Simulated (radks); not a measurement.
Q: Radial electron density D(r) = 4 pi r^2 rho(r) of an atom or ion with 42 electrons. Method: scalar-relativistic Kohn-Sham, BLYP, spin-polarised, spherical densities, finite nucleus; Fermi nuclear charge, rms radius of each element as measured or else 0.836 A^(1/3) + 0.57 fm; computed with a radial shooting solver on a logarithmic mesh with Libxc functionals.

r (bohr)  D(r) (e/bohr)  spin D(r)
0.006524          18.55  -0.000623
0.007842          23.58  -0.000789
0.009502          29.58  -0.000987
0.01142           35.77   -0.00119
0.01384           42.19   -0.00141
0.01664           47.59   -0.00161
0.02016           51.58   -0.00181
0.02423           53.12   -0.00199
0.02936           52.09   -0.00221
0.03529           49.22   -0.00242
0.04276           46.00   -0.00240
0.05139           45.01   -0.00129
0.06227           48.03    0.00339
0.07485           54.66     0.0160
0.0907            62.33     0.0463
0.109             65.72      0.103
0.1321            61.71      0.200
0.1588            52.19      0.329
0.1924            43.06      0.479
0.2313            41.22      0.588
0.2802            46.18      0.597
0.3368            50.08      0.463
0.4081            45.54      0.213
0.4906            33.29    0.00964
0.5944            19.88     0.0532
0.7145            12.76      0.493
0.8657            11.35       1.34
1.041             11.61       2.25
1.261             10.22       2.87
1.516             7.394       2.89
1.836             4.433       2.41
2.207             2.433       1.73
2.675             1.205       1.03
3.215            0.5610      0.529
3.895            0.2167      0.213
4.682           0.07118     0.0709
5.673           0.01852     0.0185
6.819          0.006666    0.00667
8.263          0.005520    0.00552
9.932          0.005289    0.00529
12.03          0.002997    0.00300
14.47         0.0002936   0.000294
17.53          0.001342    0.00134
21.07          0.007557    0.00756
25.53          0.003051    0.00305
30.69         0.0003523   0.000352
37.18           0.01194     0.0119
44.69          0.005225    0.00523
54.15          0.001374    0.00137
65.09           0.04397     0.0440
78.87           0.01158     0.0116
94.8          0.0002800   0.000280

What is the nuclear charge?

A: Z = 42. The innermost maximum, from 1s, lies near gamma/Z bohr with gamma = sqrt(1 - (Z/c)^2) = 0.952, here 0.0227 bohr (found: 0.0248), and its height grows with Z. The density is that of neutral molybdenum in [Kr] 4d5 7f1; the configuration itself is not fixed sharply by these data, and Z only to a few units. D(r) has 8 maxima, at r = 0.0248, 0.109, 0.342, 1.01, 8.88, 21.4, 39.0, 68.3 bohr, and minima at 0.0498, 0.220, 0.845, 7.94 bohr, inside which lie 2.04, 11.13, 29.30, 41.01 electrons.
